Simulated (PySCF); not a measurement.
## Run record: C34

The script drives PySCF SCF with an in-house response code with single-precision fitted integrals, so total energies wander by about 1e-6 Eh between cycles (the fitting error itself is about 1e-3 Eh and cancels in differences); atoms count from 0. Pop asks for populations, which are stored and not printed.

The gap is small, so a closed-shell solution may not be the true ground state; the numbers describe that solution.

Job and coordinates (Å):

```
{"job": {"kind": "nmr", "xc": "KT3", "basis": "pcSseg-1", "pop": false}, "charge": 0, "multiplicity": 1}
C      0.144716    -0.682430    -2.997824
C      0.144607     0.684441    -2.999425
C      1.292205     1.141020    -2.193324
C      1.933973     0.000565    -1.572485
C      1.293691    -1.140094    -2.193311
C      0.815490    -2.185319    -1.411000
C     -0.686026    -2.165714    -1.450636
C     -1.070082    -1.159967    -2.323758
C     -1.794684     0.000717    -1.828389
C     -1.071043     1.161720    -2.324438
C     -0.687420     2.167302    -1.451558
C      0.813799     2.186369    -1.411231
C      1.183836     2.263627    -0.076565
C      1.950524     1.227308     0.575646
C      2.225168     0.000593    -0.156867
C      1.952213    -1.226466     0.575653
C      1.186329    -2.263384    -0.076785
C     -0.007453    -2.545130     0.716643
C     -1.154101    -2.221890    -0.106396
C     -2.020001    -1.180811     0.350241
C     -2.222900     0.000843    -0.499061
C     -2.021357     1.182518     0.349856
C     -1.156069     2.223424    -0.106556
C     -0.009570     2.545876     0.716175
C      0.192971     1.986588     1.967050
C      1.445479     1.201697     1.907127
C      1.196872     0.000156     2.602718
C      1.447186    -1.201592     1.907341
C      0.195122    -1.986344     1.967146
C     -1.877475    -0.723340     1.682402
C     -1.878449     0.724555     1.682562
C     -0.800511     1.147234     2.534955
C     -0.166193    -0.000200     3.118934
C     -0.799117    -1.146218     2.535881
```

Command:

```bash
OMP_NUM_THREADS=2 python large_run.py task.json out
```

Question: What does the program print?

Answer: 
```
start: PBE on a coarse grid of 33400 points
cycle   1  E = -1292.9746817949  dE =  8.737e+00  |g| = 7.002e-01  |ddm| = 7.877e+00
cycle   2  E = -1291.9650374935  dE =  1.010e+00  |g| = 1.878e+00  |ddm| = 2.910e+00
cycle   3  E = -1292.2585213713  dE = -2.935e-01  |g| = 1.593e+00  |ddm| = 3.336e+00
cycle   4  E = -1293.0805383225  dE = -8.220e-01  |g| = 2.349e-01  |ddm| = 1.722e+00
cycle   5  E = -1293.0407223656  dE =  3.982e-02  |g| = 4.319e-01  |ddm| = 7.021e-01
cycle   6  E = -1293.0896268748  dE = -4.890e-02  |g| = 1.456e-01  |ddm| = 5.788e-01
cycle   7  E = -1293.0950198797  dE = -5.393e-03  |g| = 5.175e-02  |ddm| = 2.133e-01
cycle   8  E = -1293.0953807616  dE = -3.609e-04  |g| = 3.863e-02  |ddm| = 1.053e-01
cycle   9  E = -1293.0957527580  dE = -3.720e-04  |g| = 1.557e-02  |ddm| = 6.751e-02
cycle  10  E = -1293.0957882825  dE = -3.552e-05  |g| = 1.044e-02  |ddm| = 4.007e-02
cycle  11  E = -1293.0958112864  dE = -2.300e-05  |g| = 5.812e-03  |ddm| = 2.393e-02
final grid: 320723 points
cycle  12  E = -1316.7070210568  dE = -7.301e-02  |g| = 6.159e-02  |ddm| = 9.345e-01
cycle  13  E = -1316.6985027285  dE =  8.518e-03  |g| = 1.794e-01  |ddm| = 3.284e-01
cycle  14  E = -1316.7045127760  dE = -6.010e-03  |g| = 1.042e-01  |ddm| = 3.379e-01
cycle  15  E = -1316.7077920198  dE = -3.279e-03  |g| = 1.630e-02  |ddm| = 1.372e-01
cycle  16  E = -1316.7078267654  dE = -3.475e-05  |g| = 1.298e-02  |ddm| = 4.042e-02
cycle  17  E = -1316.7078590445  dE = -3.228e-05  |g| = 8.284e-03  |ddm| = 2.701e-02
cycle  18  E = -1316.7078786646  dE = -1.962e-05  |g| = 1.941e-03  |ddm| = 1.139e-02
cycle  19  E = -1316.7078764895  dE =  2.175e-06  |g| = 7.444e-04  |ddm| = 3.009e-03
cycle  20  E = -1316.7078780067  dE = -1.517e-06  |g| = 3.595e-04  |ddm| = 1.447e-03
cycle  21  E = -1316.7078791204  dE = -1.114e-06  |g| = 1.922e-04  |ddm| = 7.510e-04
cycle  22  E = -1316.7078765207  dE =  2.600e-06  |g| = 1.028e-04  |ddm| = 3.570e-04
cycle  23  E = -1316.7078794828  dE = -2.962e-06  |g| = 7.074e-05  |ddm| = 1.871e-04
converged SCF energy = -1316.7078794828

GIAO shielding tensors (ppm)
atom      isotropic    diamagn.    paramagn.     s11        s22        s33       span
  0 C      141.916     291.043    -149.127    -32.744    125.433    333.061    365.805
  1 C      142.720     291.010    -148.290    -30.753    125.628    333.286    364.039
  2 C       53.259     282.241    -228.983   -154.331     64.389    249.718    404.048
  3 C       18.231     276.319    -258.089   -106.499      4.834    156.357    262.856
  4 C       53.922     282.250    -228.327   -153.979     64.625    251.121    405.101
  5 C       46.784     282.555    -235.772    -26.790     43.874    123.267    150.057
  6 C       24.420     281.578    -257.159    -59.461     16.656    116.064    175.525
  7 C       61.764     282.940    -221.177    -21.035     60.298    146.028    167.063
  8 C       12.672     276.127    -263.455    -48.428    -39.777    126.221    174.649
  9 C       62.764     282.977    -220.213    -20.628     62.162    146.759    167.386
 10 C       25.168     281.630    -256.462    -56.973     16.119    116.357    173.330
 11 C       46.390     282.516    -236.126    -27.840     43.552    123.457    151.298
 12 C        9.532     281.498    -271.966    -86.838    -12.527    127.960    214.798
 13 C       33.336     274.894    -241.558    -32.246     16.309    115.945    148.191
 14 C       34.808     271.911    -237.103    -15.572     11.356    108.640    124.212
 15 C       33.391     274.942    -241.551    -32.558     16.496    116.235    148.793
 16 C       10.630     281.525    -270.895    -86.132    -10.643    128.665    214.797
 17 C       12.249     282.232    -269.983    -76.640    -20.613    133.999    210.639
 18 C       47.110     277.642    -230.532    -46.454     45.327    142.456    188.911
 19 C       34.605     276.188    -241.583    -12.587      3.454    112.949    125.536
 20 C       18.450     275.984    -257.534    -48.182     -2.880    106.412    154.594
 21 C       34.625     276.235    -241.610    -13.058      3.515    113.417    126.475
 22 C       47.136     277.710    -230.574    -46.867     45.499    142.777    189.645
 23 C       11.598     282.250    -270.652    -77.083    -22.192    134.068    211.151
 24 C       64.194     284.540    -220.347    -20.058     55.608    157.031    177.089
 25 C        5.754     280.588    -274.835   -102.482     -0.692    120.435    222.917
 26 C       11.815     285.634    -273.819    -81.524    -19.657    136.624    218.148
 27 C        4.875     280.626    -275.751   -103.916     -2.221    120.761    224.677
 28 C       64.434     284.559    -220.124    -19.721     56.101    156.924    176.645
 29 C       12.872     280.697    -267.824   -115.504    -10.947    165.068    280.573
 30 C       12.720     280.750    -268.030   -117.373    -10.407    165.940    283.313
 31 C      121.132     286.701    -165.569    -86.970    121.700    328.667    415.637
 32 C      136.946     290.103    -153.157    -18.512    118.897    310.454    328.965
 33 C      121.628     286.675    -165.047    -85.126    121.916    328.093    413.219
```

Question: Roughly how long does this take on 2 threads of Arm Neoverse N1 (shared host), and how large is the basis?

Answer: About 2.6 min of wall time, peak memory 1.6 GiB; 578 basis functions and 1666 fitting functions.
